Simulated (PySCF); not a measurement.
# Input and output

[Bi(NH2)3]3+ (doublet). PySCF 2.14.0, UKS r2SCAN, Bi def2-SVP with ECP60, N def2-SVP, H def2-SVP; non-relativistic Hamiltonian with scalar-relativistic core potentials where named; density fitting; no spin-orbit coupling. Purpose: one electron removed, vertical, doublet.

```python
mol = gto.M(atom='''
Bi     0.00000     0.00000    -0.00000
N      2.35565     0.00002    -0.00000
H      2.96916     0.00003     0.83397
H      2.96916     0.00003    -0.83397
N     -1.17784     2.04004    -0.00000
H     -1.48460     2.57135     0.83397
H     -1.48460     2.57135    -0.83397
N     -1.17781    -2.04006     0.00000
H     -1.48456    -2.57138     0.83397
H     -1.48456    -2.57138    -0.83397''',
    basis={'Bi': 'def2-SVP', 'N': 'def2-SVP', 'H': 'def2-SVP'},
    ecp={'Bi': 'def2-SVP'},
    charge=3, spin=1)
mf = dft.UKS(mol, xc='R2SCAN')
mf.grids.atom_grid = (50, 194)
mf = mf.density_fit()  # fitting sets: Bi def2-universal-JKFIT, N def2-universal-JKFIT, H def2-universal-JKFIT
mf.conv_tol = 1e-08; mf.max_cycle = 55
mf.kernel(dm0)  # dm0: converged density of the relaxed state
```

Run from Python with OMP_NUM_THREADS=2; the lines above give its settings. Where DIIS fails, smearing, a level shift and second-order steps follow.
It took 10 s on 2 threads of Arm Neoverse V1 (shared host), from an already converged density.

Q: Where do the frontier levels lie, over both spins?

A: HOMO -22.82 eV, LUMO -20.91 eV. The relaxed reference isn't the lowest spin state tried. The state is spin-contaminated.

Q: What does the SCF print?

A: 
```
init E= -381.468150036425
cycle= 1 E= -380.715848990305  delta_E= 0.752  |g|= 0.302  |ddm|= 0.633
cycle= 2 E= -379.056031699042  delta_E= 1.66  |g|= 1.41  |ddm|= 1.62
cycle= 3 E= -380.809050024143  delta_E= -1.75  |g|= 0.274  |ddm|= 1.55
cycle= 4 E= -380.860879810977  delta_E= -0.0518  |g|= 0.103  |ddm|= 0.398
...
cycle= 11 E= -380.870032164444  delta_E= -1.04e-07  |g|= 7.17e-05  |ddm|= 0.000938
cycle= 12 E= -380.870032171003  delta_E= -6.56e-09  |g|= 2.38e-05  |ddm|= 0.000237
Extra cycle  E= -380.87003217104  delta_E= -3.62e-11  |g|= 2.67e-05  |ddm|= 7.92e-05
converged SCF energy = -380.87003217104  <S^2> = 1.7732216  2S+1 = 2.8447999
```

Q: What are the Mulliken charges and spins?

A: 
```
atom  charge (e)  spin (e)
 Bi1       1.822    -0.023
  N2      -0.196    -1.100
  H3       0.294     0.038
  H4       0.294     0.038
  N5      -0.195     1.100
  H6       0.294    -0.038
  H7       0.294    -0.038
  N8      -0.195     1.100
  H9       0.294    -0.038
 H10       0.294    -0.038
```

Q: How does its energy compare with the relaxed singlet of charge +2 in vacuum?

A: It lies 16.172 eV higher.

Open shells may have lower solutions than the one found.
